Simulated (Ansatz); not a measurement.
Geometry optimisation, Ansatz, RKS PBE-D4/def2-SVP.

input.yaml

```yaml
crystal:
  periodic: [false, false, false]
  atoms:
    - { symbol: "N", position_ang: [-0.3301, 1.3399, 0.1859] }
    - { symbol: Al, position_ang: [0.0941, -0.418, -0.2547] }
    - { symbol: O, position_ang: [1.7608, -1.021, 0.0794] }
    - { symbol: Cl, position_ang: [-1.3234, -1.7567, -1.1629] }
    - { symbol: H, position_ang: [0.446, 1.98117, -0.25931] }
    - { symbol: H, position_ang: [-0.16698, 1.49435, 1.23619] }
    - { symbol: H, position_ang: [1.7695, -1.3821, 1.0175] }
basis:
  gaussian: { orbitals: def2-SVP }
hamiltonian:
  xc: pbe
  dispersion: d4
relax:
  f_tol: 0.015
  max_steps: 40
```

Launched with:

```bash
$ ansatz run input.yaml --threads 1 --pin off --max-ram 2048MiB --backend cpu --events-out ev --progress --plain --runs-dir out
```

**Question.** Where does it end, and by what steps?

**Answer.** It converged. After 13 steps the energy has fallen by 0.835 eV; H6 moved furthest, 1.44 Å.

```csv
step,energy less start (eV),largest force component (eV/Å),accepted
0,0.0000,1.787,yes
1,-0.2192,1.055,yes
2,-0.3087,0.370,yes
3,-0.3810,0.320,yes
4,-0.4176,1.586,yes
5,-0.5724,0.684,yes
6,-0.6775,0.461,yes
7,-0.7501,0.517,yes
8,-0.8172,0.226,yes
9,-0.8333,0.146,yes
10,-0.8351,0.055,yes
11,-0.8352,0.057,yes
12,-0.8353,0.016,yes
13,-0.8353,0.002,yes
```

```xyz
7
Properties=species:S:1:pos:R:3
N -0.091 1.343 0.234
Al 0.225 -0.384 0.034
O 1.814 -0.966 0.290
Cl -1.361 -1.674 -0.513
H 0.616 2.033 0.496
H -1.001 1.788 0.105
H 2.048 -1.902 0.195
```

Whether the end is a true minimum wasn't checked by a vibrational analysis.

Run time: 40 s on 1 thread of Arm Neoverse V1, on a shared host, peak memory 0.14 GiB.
